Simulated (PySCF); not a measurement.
Species: isophosphinoline, C9H7P.
SMILES: `c1ccc2cpccc2c1`

All values: wB97X-D/def2-SVPD (PySCF, non-relativistic), on one gas-phase PBE0-D3(BJ)/def2-SVP geometry that isn't relaxed in the solvent. The solvent is an IEF-PCM continuum (van der Waals radii × 1.2), and excitations are vertical TDDFT with non-equilibrium linear response and a frozen core. Only the electrostatic response of the medium enters.

Gas-phase singlets (H = HOMO, L = LUMO):

| state | E (eV) | λ (nm) | f | leading configurations |
| --- | --- | --- | --- | --- |
| S1 | 4.200 | 295 | 0.007 | H-1→L 45%, H→L+1 39% |
| S2 | 4.266 | 291 | 0.085 | H→L 79%, H→L+1 11% |
| S3 | 4.911 | 252 | 0.012 | H-2→L 94% |
| S4 | 5.468 | 227 | 0.719 | H-1→L 46%, H→L+1 43% |
| S5 | 5.740 | 216 | 0.450 | H-1→L+1 72%, H→L+2 11% |

**Question.** Give the list for water (ε = 78.36), n² = 1.78.

**Answer.** 
```tsv
state	E (eV)	λ (nm)	f	leading configurations	change by rank (eV)
S1	4.144	299	0.078	H→L 64%, H-1→L 18%	-0.056
S2	4.245	292	0.062	H→L+1 37%, H-1→L 31%	-0.021
S3	4.955	250	0.016	H-2→L 94%	+0.044
S4	5.283	235	1.071	H→L+1 47%, H-1→L 47%	-0.185
S5	5.646	220	0.463	H-1→L+1 86%	-0.094
```

**Question.** The ground-state energy changes by -0.187 eV from gas to water. By how much does the total energy of gas-phase S3 change?

**Answer.** E(S3) = E(S0) + excitation energy, so it changes by -0.187 + 0.044 = -0.143 eV: it is lowered less than the ground state, which is what a blue shift means. This is the vertical state, with the slow part of the continuum still set for S0.

**Question.** How do the frontier levels move from gas to water?

**Answer.** 
```csv
orbital,gas (eV),solvent (eV),change (eV)
LUMO+2,1.83,1.87,+0.04
LUMO+1,0.45,0.43,-0.02
LUMO,-0.28,-0.32,-0.04
HOMO,-8.18,-8.19,-0.01
HOMO-1,-8.89,-8.91,-0.02
HOMO-2,-9.65,-9.77,-0.12
HOMO-3,-10.42,-10.43,-0.01
```

The HOMO–LUMO gap goes from 7.90 to 7.87 eV.

Note: wB97X-D ran without an empirical dispersion term, which enters the total energy and its gradient alone.
